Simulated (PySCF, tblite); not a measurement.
Species: C₇H₉ClF₂.
Structure used (GFN2-xTB), in Å, numbered top down from 1:
```xyz
19
C7H9ClF2 angstrom
C     -1.958   -1.169   -1.526
C     -0.827   -1.219   -0.551
C     -0.279   -0.169    0.076
C     -0.767    1.180   -0.130
C     -0.246    2.291    0.378
F     -0.814    3.482    0.124
C      0.888   -0.395    1.010
C      2.210   -0.277    0.262
F      2.424    0.993   -0.168
Cl     3.577   -0.720    1.329
H     -1.689   -0.581   -2.403
H     -2.841   -0.714   -1.078
H     -2.221   -2.171   -1.854
H     -0.426   -2.203   -0.347
H     -1.643    1.285   -0.753
H      0.631    2.399    0.996
H      0.839   -1.400    1.430
H      0.879    0.323    1.830
H      2.255   -0.927   -0.619
```

The calculation used PBE0/pcSseg-1 in PySCF (dipole) on a GFN2-xTB geometry, gas phase.

Take the most abundant isotopes and a rigid rotor. The values belong to one conformer with, in the numbering `[CH3:1]/[CH:2]=[C:3](\[CH:4]=[CH:5]\[F:6])[CH2:7][C@@H:8]([F:9])[Cl:10]`, C2–C3–C4–C5 -176°, C2–C3–C7–C8 91°, C3–C7–C8–F9 67°.

Task: What are A, B and C (cm⁻¹)?

Result: Ia = 387.36, Ib = 770.08, Ic = 1071.62 u·Å²; 505379 MHz·u·Å²/I gives 1305, 656.3 and 471.6 MHz, that is A = 0.04352, B = 0.02189, C = 0.01573 cm⁻¹.

Task: Classify the top.

Result: An asymmetric top. Ray's parameter κ = (2B − A − C)/(A − C) = -0.557; −1 is the prolate and +1 the oblate limit.

Task: What does the inertial defect say?

Result: Not planar: Δ = Ic − Ia − Ib = -85.83 u·Å². For a rigid frame Δ = −2 Σ m c², so Σ m c² = 42.91 u·Å² lies off the ab plane: 7.96 from hydrogen and 34.95 from heavier atoms. The atom farthest from that plane is 1.48 Å away.

Task: Give the other two planar moments, Paa and Pbb, and the rms extents of the mass along the axes.

Result: Paa = Σ m a² = (Ib + Ic − Ia)/2 = 727.17 and Pbb = Σ m b² = (Ia + Ic − Ib)/2 = 344.45 u·Å². With the mass M = 166.04 u, the rms extents √(P/M) along a, b and c are 2.09, 1.44, 0.51 Å.

Task: Which lines would a microwave search look for?

Result: The dipole components are |μa| = 0.82 D, |μb| = 2.64 D, |μc| = 0.43 D. The squared components, which scale the intensities, stand as 0.10 : 1.00 : 0.03 (a : b : c). Some lines, for components of 0.1 D or more:

```json
{"type": "a", "branch": "Q", "J(Ka,Kc)": "2(1,1) ← 2(1,2)", "MHz": "554", "lower level (cm⁻¹)": "0.128"}
{"type": "b", "branch": "Q", "J(Ka,Kc)": "3(1,2) ← 3(0,3)", "MHz": "1435", "lower level (cm⁻¹)": "0.220"}
{"type": "b", "branch": "R", "J(Ka,Kc)": "3(1,2) ← 2(2,1)", "MHz": "1692", "lower level (cm⁻¹)": "0.212"}
{"type": "c", "branch": "Q", "J(Ka,Kc)": "3(2,2) ← 3(1,2)", "MHz": "1692", "lower level (cm⁻¹)": "0.268"}
{"type": "b", "branch": "Q", "J(Ka,Kc)": "3(2,1) ← 3(1,2)", "MHz": "1855", "lower level (cm⁻¹)": "0.268"}
{"type": "c", "branch": "Q", "J(Ka,Kc)": "2(2,1) ← 2(1,1)", "MHz": "1945", "lower level (cm⁻¹)": "0.147"}
{"type": "a", "branch": "R", "J(Ka,Kc)": "2(0,2) ← 1(0,1)", "MHz": "2222", "lower level (cm⁻¹)": "0.038"}
{"type": "b", "branch": "R", "J(Ka,Kc)": "3(0,3) ← 2(1,2)", "MHz": "2756", "lower level (cm⁻¹)": "0.128"}
{"type": "b", "branch": "Q", "J(Ka,Kc)": "3(2,2) ← 3(1,3)", "MHz": "2796", "lower level (cm⁻¹)": "0.231"}
{"type": "a", "branch": "R", "J(Ka,Kc)": "3(0,3) ← 2(0,2)", "MHz": "3254", "lower level (cm⁻¹)": "0.112"}
{"type": "c", "branch": "R", "J(Ka,Kc)": "2(1,1) ← 1(0,1)", "MHz": "3273", "lower level (cm⁻¹)": "0.038"}
{"type": "a", "branch": "R", "J(Ka,Kc)": "3(2,2) ← 2(2,1)", "MHz": "3384", "lower level (cm⁻¹)": "0.212"}
{"type": "b", "branch": "Q", "J(Ka,Kc)": "3(3,0) ← 3(2,1)", "MHz": "3564", "lower level (cm⁻¹)": "0.330"}
{"type": "b", "branch": "R", "J(Ka,Kc)": "2(2,1) ← 1(1,0)", "MHz": "4386", "lower level (cm⁻¹)": "0.065"}
{"type": "c", "branch": "R", "J(Ka,Kc)": "2(2,1) ← 1(1,1)", "MHz": "4570", "lower level (cm⁻¹)": "0.059"}
{"type": "b", "branch": "R", "J(Ka,Kc)": "3(2,2) ← 2(1,1)", "MHz": "5329", "lower level (cm⁻¹)": "0.147"}
{"type": "c", "branch": "R", "J(Ka,Kc)": "3(2,1) ← 2(1,1)", "MHz": "5492", "lower level (cm⁻¹)": "0.147"}
{"type": "c", "branch": "R", "J(Ka,Kc)": "3(2,2) ← 2(1,2)", "MHz": "5883", "lower level (cm⁻¹)": "0.128"}
{"type": "b", "branch": "R", "J(Ka,Kc)": "3(2,1) ← 2(1,2)", "MHz": "6046", "lower level (cm⁻¹)": "0.128"}
{"type": "b", "branch": "R", "J(Ka,Kc)": "3(3,1) ← 2(2,0)", "MHz": "7073", "lower level (cm⁻¹)": "0.213"}
{"type": "c", "branch": "R", "J(Ka,Kc)": "3(3,0) ← 2(2,0)", "MHz": "7077", "lower level (cm⁻¹)": "0.213"}
```

Its GFN2-xTB frequencies are all real (lowest 34 cm⁻¹). These are rigid-rotor constants of the computed structure; measured ground-state constants (B0) also hold zero-point vibration. A rigid rotor knows nothing of internal rotation, which can split or shift real lines. Quadrupole hyperfine structure (35Cl) is left out.

On x86-64 server, one thread, shared host, this took 43 s wall. This is the PBE0/pcSseg-1 job that gave the dipole, with the shieldings it also computed.
